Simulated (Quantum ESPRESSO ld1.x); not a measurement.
Question: The mean radii <r> (bohr) of the occupied orbitals of an atom or ion are listed with their occupations. Calculated with ld1.x of Quantum ESPRESSO 7.5: Dirac Kohn-Sham, relativistic LDA (MacDonald-Vosko exchange, VWN5 correlation), spin-unpolarised, spherical densities, point nucleus.

orbital     occ.      <r>
1s1/2          2  0.07710
2s1/2          2   0.3650
2p1/2          2   0.3259
2p3/2          4   0.3284
3s1/2          2    1.098
3p1/2    1.33333    1.156
3p3/2    2.66667    1.162

Name the element and its charge. Open shells, if any, are shared by 2j + 1.

Answer: Z = 20, calcium, charge +4: Ca4+ in [Ne] 3s2 3p4. The 1s radius gives Z: for a bare nucleus <r> = (2 gamma + 1)/(2Z) with gamma = sqrt(1 - (Z/c)^2), 0.07446 bohr for Z = 20, and screening makes it slightly larger (0.07710 here). The occupations add up to 16, and the charge is Z minus that.
